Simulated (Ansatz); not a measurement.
Diatomic NaBe, multiplicity 2 (lowest of 2S+1 = 2, 4 at CCSD(T)/def2-TZVPP on PBE0 minima; our sources give no spin for the ground state, which may be another).

```csv
level,bond energy D_e (kcal/mol)
SVWN5/def2-TZVPP,11.56
PBE/def2-TZVPP,9.89
r2SCAN/def2-TZVPP,10.41
B97M-V/def2-TZVPP,6.07
B3LYP/def2-TZVPP,6.82
PBE0/def2-TZVPP,8.30
BHLYP/def2-TZVPP,5.20
CAM-B3LYP/def2-TZVPP,5.59
wB97X-V/def2-TZVPP,4.58
wB97M-V/def2-TZVPP,3.35
B2PLYP/def2-TZVPP,4.63
CCSD/def2-QZVPP,2.90
CCSD(T)/def2-QZVPP,3.67
```

The rows run from 2.90 (CCSD/def2-QZVPP) to 11.56 kcal/mol (SVWN5/def2-TZVPP). The 11 functionals in def2-TZVPP without D3 or D4 span 8.22, from wB97M-V to SVWN5.

D_e counts from the fitted minimum to each atom's lowest state at the same level, without counterpoise.

Correlated levels freeze the inner cores; with def2 sets outer-core shells near the valence are correlated too.

Doubts at one or more of the structures used: a spin-contaminated determinant (CCSD/def2-QZVPP, CCSD(T)/def2-QZVPP).

Run with Ansatz (a quantum-chemistry and plane-wave program). Each number belongs to the level named beside it.
